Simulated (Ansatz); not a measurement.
Input for Ansatz (development build ahead of 0.2.0):

```yaml
crystal:
  periodic: [false, false, false]
  atoms:
    - { symbol: Be, position_ang: [1.05866, 0.00266, -0.00424] }
    - { symbol: Be, position_ang: [-1.05554, -0.00833, 8.0e-05] }
    - { symbol: Be, position_ang: [-0.00669, 1.7928, -0.00183] }
    - { symbol: Be, position_ang: [-0.00021, -1.80926, 0.00376] }
basis:
  gaussian: { orbitals: "6-31G" }
hamiltonian:
  xc: hf
output:
  forces: true
```

The input is written out in the form of the current development build from the run's settings.

Results

| Item | Value |
| --- | --- |
| Converged | yes |
| Total energy | -58.25962 hartree |

Forces (eV/Å):
```csv
atom,Fx,Fy,Fz
Be1,1.269,-0.023,-0.013
Be2,-1.297,-0.062,-0.008
Be3,0.023,-0.889,0.012
Be4,0.005,0.974,0.009
```
